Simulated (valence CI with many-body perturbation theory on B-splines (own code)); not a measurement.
# Questions on La6+

Calculated by valence CI with perturbative core correlation (CI+MBPT): five valence electrons over a frozen Dirac-Fock core [Kr] 4d10, a basis of 7 s, 7 p, 7 d, 7 f, 4 g, 2 h functions for each j, with the one-electron correlation potential Σ1, the two-electron term Σ2, the three-electron term Σ3, Breit, model QED; selected CI, second order for the rest, scaled by the run's own slope (own B-spline code, finite nucleus).

With an open or low-lying f shell, different configurations can be misplaced against each other by up to about 5,000 cm⁻¹. No measured spectrum was set against this ion. As an estimate, levels hold to about 250 cm⁻¹ or 0.2 % of their energy and the worst to 1 %, as in measured heavy ions of charge 2 to 7; those with d or f electrons hold less well. Among the levels kept, up to 1200 cm⁻¹ of a level comes from second order outside the variational space, and about a tenth of that is noise between levels of different J, which matters for small intervals.

Levels are named by their leading jj configuration (3d3/2^4 stands for four electrons in 3d with j = 3/2), which in mixed levels can hold well under half, so a name can repeat and another be missing.

Rates and lifetimes use the calculated energies. Strong lines usually hold to 10 to 20 %, long lifetimes can be off by a factor of two.

Problem. What is the ground level?

Solution. (5s^2 5p1/2^2 5p3/2) J=3/2, composition 65 % 5s²5p³ ⁴S° + 22 % 5s²5p³ ²P° + 10 % 5s²5p³ ²D°, g = 1.721.

Problem. Among levels below 21.177 eV, which E1 lines absorb most strongly from the ground level?

Solution. to (5s 5p1/2 5p3/2^3) J=3/2 at 63.76 nm, f = 0.0671; to (5s 5p1/2^2 5p3/2^2) J=5/2 at 69.92 nm, f = 0.0574; to (5s 5p1/2^2 5p3/2^2) J=1/2 at 62.51 nm, f = 0.0321.

Problem. Name the longest-lived excited levels whose lifetime is computed, and their main decay.

Solution. (5s^2 5p1/2 5p3/2^2) J=5/2 at 3.356 eV lives 37.5 ms, mostly by M1 to (5s^2 5p1/2^2 5p3/2) J=3/2; (4f7/2 5s^2 5p1/2 5p3/2) J=9/2 at 16.310 eV lives 9.21 ms, mostly by M1 to (4f7/2 5s^2 5p1/2^2) J=7/2; (5s^2 5p1/2 5p3/2^2) J=3/2 at 2.468 eV lives 7.27 ms, mostly by M1 to (5s^2 5p1/2^2 5p3/2) J=3/2. The lifetime of (4f7/2 5s^2 5p1/2 5p3/2) J=9/2 is too uncertain to give, and may be longer. The lifetime of (4f7/2 5s^2 5p1/2 5p3/2) J=11/2 is too uncertain to give, and may be longer.

Problem. Where does the other parity begin?

Solution. At (5s 5p1/2^2 5p3/2^2) J=5/2, 17.733 eV.

Problem. What is the ionisation energy?

Solution. 89.271 eV; NIST lists 88 ± 2 eV (theoretical).
